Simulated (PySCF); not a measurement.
A structure optimised at PBE-D3(BJ)/def2-SVP, used in a PySCF frequency run:

```xyz
8

Se    -0.1715     0.7449     0.5834
O     -1.8850     0.1500     0.4961
H     -2.1440     0.2073    -0.4472
O      0.7769    -0.7943     0.2444
Si     0.9798    -1.1752    -1.4053
H     -0.3551    -1.2307    -2.1035
H      1.6249    -2.5295    -1.4325
H      1.8516    -0.1660    -2.1011
```

Write its SMILES and formula.

O[Se]O[SiH3], H4O2SeSi

What are its rotational constants (standard atomic weights)?

7.9310, 1.9839, 1.7442 GHz
